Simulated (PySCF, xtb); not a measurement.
TaOF₃, SMILES [O]=[Ta]([F])([F])[F], multiplicity 1.

GFN2-xTB run with xtb at its own geometry gives an orbital gap of 4.68 eV and a dipole moment of 3.66 D.

Geometry: B3LYP-D3(BJ)/def2-SVP. The spin state was assumed, not searched. The isomer is the one that the SMILES or the coordinates give; other isomers of the formula were not compared. The def2 effective core potentials stand for the cores of Ta; spin–orbit coupling is left out.

Task: What does PBE0/def2-TZVP (PySCF) give? (An estimate is asked for; the answer gives what the named calculation found.)

Result: gap 8.54 eV (levels -10.31 and -1.78 eV), dipole 1.86 D.
